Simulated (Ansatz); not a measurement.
The cluster Be₂F₃. The state is a doublet with charge 0. Geometry r2SCAN-D4/def2-TZVP, basis def2-TZVP, Ansatz.

```xyz
5

Be    0.300   -0.809    0.343
Be   -0.300    0.809   -0.343
F    -0.893    0.073    0.954
F    -0.297   -0.589   -1.130
F     1.190    0.516    0.176
```

```json
{"run": "A", "HOMO (eV)": "-4.74", "LUMO (eV)": "-3.62"}
{"run": "B", "HOMO (eV)": "-5.18", "LUMO (eV)": "-3.05"}
{"run": "C", "HOMO (eV)": "-4.61", "LUMO (eV)": "-3.54"}
{"run": "D", "HOMO (eV)": "-5.26", "LUMO (eV)": "-3.10"}
{"run": "E", "HOMO (eV)": "-4.82", "LUMO (eV)": "-3.39"}
```

HSE06 is defined as in plane-wave codes, on full-range PBE exchange. Another isomer (doublet) lies 1.62 eV lower at PBE0-D4/def2-TZVP; other spin states weren't run for this one.

HOMO and LUMO are taken over both spins.

Q: The runs used HSE06, PBE, PBE0, r2SCAN, r2SCAN0. Estimate which is which.

A: A r2SCAN (0 % exact exchange); B PBE0 (25 % exact exchange); C PBE (0 % exact exchange); D r2SCAN0 (25 % exact exchange); E HSE06 (range-separated). Exact exchange lowers occupied and raises empty levels; among semilocal functionals meta-GGAs tend to open the gap a little, and such runs are hard to tell apart. The gap grows from 1.08 eV (PBE) to 2.16 eV (r2SCAN0).
